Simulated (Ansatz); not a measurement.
System: sum formula GaBrF₂, charge 0, multiplicity 1. SMILES: [F][Ga]([F])[Br]
Coordinates optimised at B3LYP-D3(BJ)/def2-TZVP (Ansatz, a quantum-chemistry and plane-wave program):
```
Ga
F 1 1.7413
F 1 1.7413 2 115.75
Br 1 2.2527 2 122.13 3 180.00
```

Quantity: vertical triplet-singlet gap (E(triplet) - E(singlet); each state is the SCF solution reached for its spin), in kcal/mol. Valence correlation only, unless marked. UHF or UKS for open shells. No spin-orbit coupling. The frozen core is the preceding noble-gas configuration, with the filled d and f shells of earlier blocks. No relativistic terms. CBS(X,Y): correlation extrapolated as X^-3; Hartree-Fock from the larger set.

CCSD(T)/CBS(aug-cc-pVTZ,aug-cc-pVQZ) (Ansatz) gives 139.8 kcal/mol.

Problem. Another calculation gave 129.3 kcal/mol. Which level was it?
A) wB97M-V/def2-TZVPD (Ansatz)
B) SVWN5/def2-TZVPD (Ansatz)
C) wB97X-V/def2-TZVPD (Ansatz)
D) CAM-B3LYP/def2-TZVPD (Ansatz)

Solution. A, wB97M-V/def2-TZVPD (Ansatz). The others give 126.7 (CAM-B3LYP), 118.1 (SVWN5), 132.6 (wB97X-V) kcal/mol.
